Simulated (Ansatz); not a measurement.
This geometry of C2H8FSbSi (13 atoms, charge 0, multiplicity 1) is a first-order saddle point.

The calculation used RKS B3LYP-D4/def2-SVP (Ansatz 0.2.0).

```xyz
13
Properties=species:S:1:pos:R:3
C -1.916 0.557 1.122
Si -0.332 0.911 0.193
F 0.681 1.719 1.198
C 0.533 -0.653 -0.336
Sb 2.562 -0.355 -1.202
H -2.404 1.484 1.467
H -1.719 -0.077 2.002
H -2.628 0.022 0.471
H -0.580 1.807 -0.973
H -0.073 -1.201 -1.075
H 0.667 -1.316 0.534
H 2.122 -1.033 -2.728
H 3.108 -1.900 -0.658
```

Question: Which two structures does it join? (They come from a converged band through this point; their orientation in space is the band's.)

Answer: No bond is made or broken. The dihedral H11–C4–Sb5–H13 goes from -40 to 97°.

First end point:

```xyz
13
Properties=species:S:1:pos:R:3
C -1.742 0.482 1.282
Si -0.380 0.899 0.073
F 0.869 1.540 0.929
C 0.288 -0.590 -0.835
Sb 2.439 -0.369 -1.346
H -2.080 1.377 1.829
H -1.393 -0.260 2.018
H -2.612 0.057 0.754
H -0.807 1.953 -0.892
H -0.245 -0.729 -1.791
H 0.179 -1.514 -0.247
H 2.538 -1.981 -1.964
H 2.965 -0.900 0.205
```

Last end point:

```xyz
13
Properties=species:S:1:pos:R:3
C -1.856 0.637 1.141
Si -0.275 0.731 0.148
F 0.857 1.474 1.081
C 0.422 -0.939 -0.306
Sb 2.616 -0.863 -0.631
H -2.202 1.640 1.437
H -1.710 0.040 2.057
H -2.656 0.163 0.549
H -0.444 1.574 -1.068
H -0.051 -1.326 -1.221
H 0.253 -1.670 0.502
H 2.506 0.474 -1.716
H 2.561 -1.969 -1.958
```

Question: How far does it lie above each of them?

Answer: 0.053 eV above the first and 0.073 eV above the second. This is the barrier of this one path; another mechanism may lie lower.

Time of the run: 2.2 min on 2 threads of Intel(R) Xeon(R) Platinum 8375C CPU @ 2.90GHz (Ice Lake) (shared host), peak memory 0.37 GiB.
